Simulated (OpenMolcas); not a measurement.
**Multiconfigurational calculation on Au3+**

Au3+ with 6 ligands (fluoride) in trigonal prismatic coordination (D3h) at 2.16 Å, a polar angle of 55.5° against the regular 49.1°. A charge of +0.5 e stands 3.2 Å behind each ligand. Ligand basis ANO-RCC-VDZP.

Input:

```
&GATEWAY
Coord
7

Au 0.0 0.0 0.0
F 1.779749 0.000000 1.223966
F -0.889875 1.541308 1.223966
F -0.889875 -1.541308 1.223966
F 1.779749 0.000000 -1.223966
F -0.889875 1.541308 -1.223966
F -0.889875 -1.541308 -1.223966
Basis=Au.ANO-RCC-VDZP,F.ANO-RCC-VDZP
Group=NoSym
NoMove
AngMom=0.0 0.0 0.0
AMFI
RICD
XField
6 Angstrom 0
4.416414 0.000000 3.037249 0.500000
-2.208208 3.824727 3.037249 0.500000
-2.208208 -3.824727 3.037249 0.500000
4.416414 0.000000 -3.037249 0.500000
-2.208208 3.824727 -3.037249 0.500000
-2.208208 -3.824727 -3.037249 0.500000
&SEWARD
&RASSCF
FileOrb=start.orb
Symmetry=1
Spin=3
nActEl=8 0 0
Inactive=64
Ras2=5
CIRoot=10 10 1
SDav=10
CIMx=300
Iter=150 100
PrWF=0.3
OrbListing=Nothing
MaxOrb=0
LevShft=1.0
>>> COPY $Project.JobIph JOB001
&RASSCF
FileOrb=start.orb
Symmetry=1
Spin=1
nActEl=8 0 0
Inactive=64
Ras2=5
CIRoot=15 15 1
SDav=15
CIMx=300
Iter=150 100
PrWF=0.3
OrbListing=Nothing
MaxOrb=0
LevShft=1.0
>>> COPY $Project.JobIph JOB002
&RASSI
NrOfJobIphs=2 10 15
1 2 3 4 5 6 7 8 9 10
1 2 3 4 5 6 7 8 9 10 11 12 13 14 15
IphNames
JOB001
JOB002
EJob
SpinOrbit
DIPRint=1.0
SOCoupling=1000.0
Subsets=2
Property=9
'ANGMOM' 1 'ANGMOM' 2 'ANGMOM' 3 'MLTPL  1' 1 'MLTPL  1' 2 'MLTPL  1' 3
'AMFI' 1 'AMFI' 2 'AMFI' 3
SOProperty=3
'ANGMOM' 1 'ANGMOM' 2 'ANGMOM' 3
```

Launched by
```bash
OMP_NUM_THREADS=1 MOLCAS_MEM=2457 MOLCAS_PROJECT=a pymolcas a.inp > a.log  # once for each step of the input, in one work folder
```

A driver script runs the steps one by one and writes start.orb anew before each from the orbitals found so far.

Output, cut to the results:

```
--- SEWARD ---
Basis set label: AU.ANO-RCC...7S6P4D2F.

      Electronic valence basis set:
      ------------------
      Associated Effective Charge  79.000000 au
      Associated Actual Charge     79.000000 au
      Nuclear Model: Point charge

      Shell  nPrim  nBasis  Cartesian Spherical Contaminant
         s      24       7        X
         p      21       6        X
         d      15       4                 X
         f      11       2                 X
                  Relativistic Douglas-Kroll-Hess integrals:
                    - DKH order of Hamiltonian: 2
                    - DKH order of Properties : 0
                  Atomic mean-field integrals
--- RASSCF ---
Wave function specifications:
      -----------------------------

      Number of closed shell electrons         128
      Number of electrons in active shells       8
      Max number of holes in RAS1 space          0
      Max nr of electrons in RAS3 space          0
      Number of inactive orbitals               64
      Number of active orbitals                  5
      Number of secondary orbitals              74
      Spin quantum number                      1.0
      State symmetry                             1
Orbital specifications:
      -----------------------

      Symmetry species                           1
                                                 a
      Frozen orbitals                            0
      Inactive orbitals                         64
      Active orbitals                            5
      RAS1 orbitals                              0
      RAS2 orbitals                              5
      RAS3 orbitals                              0
      Secondary orbitals                        74
      Deleted orbitals                           0
      Number of basis functions                143
      Number of CSFs                            10
      Number of root(s) required                10
      Iter CI   SX   CI       RASSCF       Energy    max ROT     max BLB   max BLB  Level Ln srch  Step   QN
          iter iter root      energy       change     param      element    value   shift minimum  type update
 Nr of preliminary CI iterations:   1
      Total energies have been shifted. Add               -19000.00 au
        1   1    9    0  -590.36552011    0.00E+00  -6.52E-02   68  84 1  4.09E-01*  1.49   0.00    SX    NO
        2   1    9    0  -591.25108432   -8.86E-01*  4.48E-02   68  84 1  1.26E-01*  1.18   0.00    SX    NO
        3   1    9    0  -591.39618577   -1.45E-01*  3.20E-02   61 135 1  4.47E-02*  1.05   0.00    SX    NO
        4   1    9    0  -591.42413639   -2.80E-02* -2.16E-02   36  90 1  2.38E-02*  1.00   0.00    SX    NO
        5   1    9    0  -591.43419513   -1.01E-02* -2.57E-02   37  77 1  1.41E-02*  0.98   2.50    LS   YES
        6   1    8    0  -591.44010377   -5.91E-03* -1.41E-02   65  81 1 -1.45E-02*  0.95   1.36    QN   YES
        7   1    8    0  -591.44178012   -1.68E-03* -8.71E-03   67  83 1 -7.51E-03*  0.94   1.66    LS   YES
        8   1    8    0  -591.44209353   -3.13E-04*  2.25E-03   36  90 1 -6.99E-03*  0.94   1.07    QN   YES
        9   1    8    0  -591.44244161   -3.48E-04*  1.61E-03   36  90 1 -2.27E-03*  0.94   1.73    LS   YES
       10   1    7    0  -591.44251637   -7.48E-05*  1.16E-03   29  75 1 -2.43E-03*  0.94   1.02    QN   YES
       11   1    7    0  -591.44255296   -3.66E-05*  1.09E-03   33  88 1  8.73E-04*  0.94   1.95    LS   YES
       12   1    7    0  -591.44256440   -1.14E-05*  7.86E-04   29  75 1  1.52E-03*  0.94   1.01    QN   YES
       13   1    7    0  -591.44257038   -5.98E-06*  6.00E-04   37  77 1 -2.79E-04*  0.94   1.43    QN   YES
       14   1    6    0  -591.44257230   -1.91E-06* -2.20E-04   22  84 1  2.10E-04*  0.94   1.28    QN   YES
       15   1    6    0  -591.44257263   -3.30E-07* -1.19E-04   29  75 1 -1.05E-04*  0.94   1.54    LS   YES
       16   1    6    0  -591.44257264   -1.67E-08* -2.83E-05   29  75 1 -1.00E-04   0.94   0.59    QN   YES
       17   1    5    0  -591.44257269   -5.32E-08*  1.92E-05   24  70 1 -2.19E-05   0.94   1.61    QN   YES
       18   1    4    0  -591.44257272   -2.79E-08* -1.22E-05   29  75 1  1.22E-05   0.94   1.02    QN   YES
       19   1    4    0  -591.44257272   -1.12E-09   8.54E-06   29  75 1  5.74E-06   0.94   1.20    QN   YES
      Convergence after 19 iterations
       20   1    4    0  -591.44257272   -1.31E-10   8.54E-06   67  77 1 -2.47E-06   0.94   1.20    QN   YES
...
--- RASSI ---
SPIN-FREE ENERGIES:
  (Shifted by EMIN (a.u.) =     -19591.5029776612)

 SF State       Relative EMIN(au)   Rel lowest level(eV)    D:o, cm**(-1)

     1             0.0000000000        0.0000000000              0.0000
     2             0.0289623129        0.7881046841           6356.4930
     3             0.0292679432        0.7964213063           6423.5710
     4             0.0363723007        0.9897407239           7982.7973
     5             0.0363723121        0.9897410325           7982.7998
    11             0.0491680460        1.3379306896          10791.1388
    12             0.0491680471        1.3379307200          10791.1390
    13             0.0707531704        1.9252918488          15528.5260
    14             0.0763040108        2.0763379104          16746.7946
    15             0.0763040205        2.0763381736          16746.7968
     6             0.0866435571        2.3576912988          19016.0628
     7             0.0866435691        2.3576916257          19016.0654
    16             0.0953383014        2.5942873434          20924.3386
     8             0.0954096026        2.5962275467          20939.9873
     9             0.0954096575        2.5962290429          20939.9994
    17             0.1003609476        2.7309605088          22026.6820
    10             0.1089681154        2.9651734776          23915.7370
    18             0.1164352965        3.1683658265          25554.5938
    19             0.1164353601        3.1683675555          25554.6077
    20             0.1314180469        3.5760672328          28842.9274
    21             0.1314180469        3.5760672328          28842.9274
    22             0.1449080314        3.9431484113          31803.6368
    23             0.1449080433        3.9431487365          31803.6394
    24             0.1454450787        3.9577622136          31921.5050
    25             0.2357484293        6.4150415658          51740.7996
...
```

Spin-orbit levels above the lowest (labels of D3, the rotations of D3h):

```
E (cm-1)  Degeneracy  Label      2S+1               g
     0.0           1     A1         3                
    1459           2      E         3  0.00 0.00 3.32
    3783           2      E         3  0.00 0.00 8.41
    6934           2      E  3 (78 %)  0.00 0.00 4.21
    9027           1     A1         3                
    9133           1     A2         3                
   10392           2      E  3 (67 %)  0.00 0.00 2.12
   11522           2      E  3 (60 %)  0.00 0.00 3.53
   15626           1     A1  1 (57 %)                
   16178           1     A2         3                
   19359           1     A1         3                
   19597           2      E  3 (89 %)  0.00 0.00 2.00
   19773           2      E  3 (73 %)  0.00 0.00 1.27
   20604           1     A1  3 (87 %)                
   20751           1     A2  3 (89 %)                
   25813           2      E  3 (88 %)  0.00 0.00 4.40
   26156           1     A1  3 (71 %)                
   27833           2      E  3 (61 %)  0.00 0.00 3.01
   28149           2      E  3 (88 %)  0.00 0.00 1.25
   28741           1     A1  1 (82 %)
```

Without dynamic correlation the repulsion within the d shell is too large (B by tens of per cent), so at a given field states of lower spin stand too high. Real 4d8 and 5d8 ions are as a rule square planar and diamagnetic. The least metal-like active orbital is 80 % on the metal (Löwdin) and no ligand orbital is active, so the numbers are rough. With metal d orbitals alone the field can be off either way by tens of per cent. Ligand-to-metal charge-transfer states are missing. With no ligand orbital active B as a rule stays too high, so bands that hang on it stand too high and its fall with covalency is understated. No measured value stands beside these numbers; the geometry is a model, was not optimised and need not be the one that this ion takes.

The RASSCF and RASSI steps took 73 s on 1 thread of Intel(R) Xeon(R) Platinum 8259CL CPU @ 2.50GHz (Skylake/Cascade Lake), on a shared host; the integral step is not counted.

With an even number of electrons the g values are those of a degenerate or nearly degenerate non-Kramers pair.
